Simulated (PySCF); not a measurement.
# Correlation energy of Tc²⁷⁺ (technetium, charge +27)

Starting occupation: [Ne] 3s2 3p4, 3p1/2 with m_j = -1/2, +1/2, 3p3/2 with m_j = +1/2, +3/2. Calculation: PySCF 2.14, in an uncontracted even-tempered set (19 s from 4 bohr⁻², ratio 2.4; 14 p from 5.2 bohr⁻², ratio 2.4; 5 d from 21 bohr⁻², ratio 2.6; 4 f from 32 bohr⁻², ratio 2.6); X2C-1e with screened-nucleus spin-orbit coupling, Gaussian nucleus. Frozen: 1s2; 14 electrons correlated; the 56 highest virtual spinors left out.

MP2 pair energies summed by pair of shells (mhartree):

| pair | energy | share (%) |
| --- | --- | --- |
| 2p3/2-2p3/2 | -86.17 | 15.7 |
| 2p1/2-2p3/2 | -85.42 | 15.5 |
| 3p3/2-3s1/2 | -44.73 | 8.1 |
| 3p1/2-3p3/2 | -40.96 | 7.5 |
| 2p3/2-2s1/2 | -38.00 | 6.9 |
| 3p1/2-3s1/2 | -30.66 | 5.6 |
| 2p3/2-3p1/2 | -30.18 | 5.5 |
| 2p3/2-3p3/2 | -27.28 | 5.0 |
| 2p3/2-3s1/2 | -21.06 | 3.8 |
| 3p1/2-3p1/2 | -20.34 | 3.7 |
| 2p1/2-2p1/2 | -20.32 | 3.7 |
| 2p1/2-2s1/2 | -18.33 | 3.3 |
| 2p1/2-3p3/2 | -12.80 | 2.3 |
| 2p1/2-3p1/2 | -11.76 | 2.1 |
| 3p3/2-3p3/2 | -10.68 | 1.9 |
| 2s1/2-2s1/2 | -10.55 | 1.9 |
| 3s1/2-3s1/2 | -9.09 | 1.7 |
| 2p1/2-3s1/2 | -8.96 | 1.6 |
| 2s1/2-3p1/2 | -8.00 | 1.5 |
| 2s1/2-3p3/2 | -7.62 | 1.4 |
| 2s1/2-3s1/2 | -6.56 | 1.2 |

Total MP2 correlation energy: -549.47 mhartree.

At this charge the one-electron X2C treatment keeps the bare 1/r₁₂, with no two-electron picture change or Breit term. The effect here is smaller than on the frozen 1s shell.
